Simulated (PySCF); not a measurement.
Computed shifts of a molecule C2H5ClOSi2, B3LYP/pcSseg-1 (PySCF), GIAO, gas phase, atoms alike by connectivity averaged where their shifts nearly agree, in ppm (number of nuclei): ²⁹Si: 1.4 (1), -60.5 (1). ¹³C: 182.2 (1), 163.2 (1). ¹H: 7.57 (1), 5.58 (1), 4.64 (1), 4.51 (1), 1.69 (1). References: ¹⁷O against H2O (σ = 333.8 ppm); ²⁹Si against TMS (σ = 338.7 ppm); ¹³C against TMS (σ = 181.3 ppm); ³⁵Cl against HCl (σ = 933.3 ppm); ¹H against TMS (σ = 31.68 ppm), references at their B3LYP-D3(BJ)/def2-TZVP geometries, non-relativistic (without spin–orbit terms, shifts of atoms bonded to Cl or Br come out too high). Geometry: B3LYP-D3(BJ)/def2-SVP. One conformer was computed; it need not be the lowest.

Q: Which structure fits?
(A) C=C1[SiH2]O[Si@H]1Cl
(B) O[Si@@H]1[SiH2]C=C1Cl
(C) Cl[SiH2]C1=C[SiH2]O1
(D) Cl[SiH2]C1=CO[SiH2]1

A: B, O[Si@@H]1[SiH2]C=C1Cl
